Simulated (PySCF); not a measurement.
**`ClC[C@@H]1CC[C@@H]1Br`, C$_{5}$H$_{8}$BrCl**

Geometry:
| atom | x (Å) | y (Å) | z (Å) |
| --- | --- | --- | --- |
| Cl1 | 0.086 | -0.293 | 2.995 |
| C2 | 0.823 | 0.202 | 1.448 |
| C3 | -0.265 | 0.535 | 0.446 |
| C4 | -1.054 | -0.698 | -0.041 |
| C5 | -0.285 | -0.661 | -1.372 |
| C6 | 0.226 | 0.731 | -1.000 |
| Br7 | 2.132 | 1.066 | -1.273 |
| H8 | 1.439 | -0.631 | 1.109 |
| H9 | 1.453 | 1.068 | 1.655 |
| H10 | -0.870 | 1.359 | 0.829 |
| H11 | -0.918 | -1.592 | 0.561 |
| H12 | -2.117 | -0.502 | -0.157 |
| H13 | -0.878 | -0.715 | -2.282 |
| H14 | 0.508 | -1.404 | -1.424 |
| H15 | -0.285 | 1.542 | -1.517 |

Computed, not measured: TDDFT wB97X-D/def2-SVPD circular dichroism and optical rotation, one conformer, gas phase (PySCF 2.14.0). Geometry: GFN2-xTB.

The molecule is flexible and this is one conformer; a measurement averages over conformers. The calculation is non-relativistic, which matters for the atoms heavier than Zn.

Draw the ECD and absorption spectra from the lowest 8 states, each a Gaussian of half-width 0.2 eV at 1/e height.


```csv
E (eV),λ (nm),Δε (L mol⁻¹ cm⁻¹),ε (L mol⁻¹ cm⁻¹)
5.68,218,0.00,0.387
5.78,215,-0.01,3.76
5.88,211,-0.06,22.2
5.98,207,-0.21,80.4
6.08,204,-0.46,178
6.18,201,-0.59,240
6.28,198,-0.47,198
6.38,194,-0.22,101
6.48,191,-0.07,31.3
6.58,189,-0.01,5.97
6.68,186,0.00,0.7
6.78,183,0.00,0.0513
6.88,180,0.00,0
6.98,178,0.00,0.476
7.08,175,-0.02,5.46
7.18,173,-0.17,38.4
7.28,170,-0.71,170
7.38,168,-1.69,516
7.48,166,-1.65,1300
7.58,164,+2.13,3200
7.68,162,+9.15,6810
7.78,159,+12.94,10500
7.88,157,+7.72,11500
7.98,155,-5.18,10300
8.08,154,-20.15,10400
```
Δε uses R in velocity form, ε uses f in length form. Only the states computed contribute, so the short-wavelength end is incomplete.
